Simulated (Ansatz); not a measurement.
```xyz
9

O     1.1301   -0.0455    0.0065
C     0.3104    1.1123    0.0065
C    -0.9610    0.6995   -0.0474
C    -0.9107   -0.7174   -0.0152
C     0.3998   -1.0699   -0.0038
H     0.8132    2.0251   -0.0110
H    -1.8303    1.3554   -0.0429
H    -1.8520   -1.3729   -0.0382
H     0.9015   -2.0588   -0.0157
```

Basis set: 6-31G (spherical functions). Left uncorrelated: 5 orbitals. Charge 0, multiplicity 1.

Computed with Ansatz (development build ahead of 0.2.0); each method stands on the lowest determinant of its kind that the runs found. Restricted open shells among the atoms or ions are ROHF, correlated in semicanonical orbitals with singles.

The atomization energy at this shape (free ground-state atoms in the same class of orbitals less the molecule, no zero-point energy) of singlet C₄H₄O:

```csv
method,atomization energy
RHF-MP2,3534.2 kJ/mol
```

Q: What does RHF give?

A: 2695.1 kJ/mol.

This basis has no polarisation functions and is too small for such energies, which can lie far from measured ones in either direction.
